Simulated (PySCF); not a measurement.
Vertical excitations of a molecule Cl₂H₅NSi₂ from TDDFT-PBE/def2-SVPD (PySCF), as energy in eV (oscillator strength): 4.66 (0.010), 5.01 (0.009), 5.73 (0.016), 5.93 (0.050), 6.25 (0.002), 6.29 (0.095), 6.29 (0.014), 6.49 (0.006), 6.50 (0.012), 6.59 (0.039). Lowest triplet (TDA): 4.25 eV. Coordinates come from a B3LYP-D3(BJ)/def2-SVP optimisation. The values are those of a single conformer.

**Question.** Pick the molecule that these values belong to.
A. N[Si]([SiH3])(Cl)Cl
B. N[SiH2][SiH](Cl)Cl
C. N[Si@@H](Cl)[SiH2]Cl
D. Cl[SiH2]N[SiH2]Cl

**Answer.** B, N[SiH2][SiH](Cl)Cl
